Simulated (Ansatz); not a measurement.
Input file for Ansatz (a quantum-chemistry and plane-wave program): U-r2SCAN/def2-TZVPP on IrO2 (SMILES [O]=[Ir]=[O]), 2S+1 = 4, a spin state set in the input, which need not be the lowest. Elements past Kr take the def2 small-core potentials; no spin–orbit coupling.

Ansatz 0.2 input:
```yaml
crystal:
  periodic: [false, false, false]
  atoms:
    - {symbol: Ir, position_ang: [0.34307786, -0.28814247, 0.34359871]}
    - {symbol: O, position_ang: [0.94273563, 0.34466450, -1.15135920]}
    - {symbol: O, position_ang: [-1.31888221, -0.00915044, 0.73734086]}
basis:
  gaussian:
    orbitals: def2-TZVPP
hamiltonian:
  xc: {name: r2SCAN}
magnetization: {spin_polarized: true, initial_magnetization: 3}
```

Output:

```
WARN ansatz: RAYON_NUM_THREADS=1 ignored (pool sized by the plan → 1); use --threads N
Functional definition: r2SCAN
integrals: 0.03 GiB planned
654 factors; their error is unknown
mean field: 0.42 GiB planned
mean field evaluation 1: about -6917.5575 eV, gradient 6.6e1 eV
mean field evaluation 2: about -6704.0886 eV, gradient 2.1e2 eV
mean field evaluation 4: about -6932.4568 eV, gradient 1.0e1 eV
mean field evaluation 8: about -6932.8074 eV, gradient 4.4e-1 eV
mean field evaluation 16: about -6932.8098 eV, gradient 3.3e-4 eV
mean field evaluation 32: about -6932.0765 eV, gradient 9.0e-6 eV
mean field -6932.80980595 eV, -254.7760611412 hartree, gradient 2.0e-5 eV, S^2 3.770152; 4 other end points of the search recorded, 0 dependent functions left out
reference -6932.80982018 eV, -254.7760616642 hartree; 18, 15 occupied and 100, 103 virtual orbitals, 654 factors
Total energy: -6932.80982018 eV, -254.7760616642 hartree
```

The run converged.

Cost: about 8 core-seconds (a rough figure).
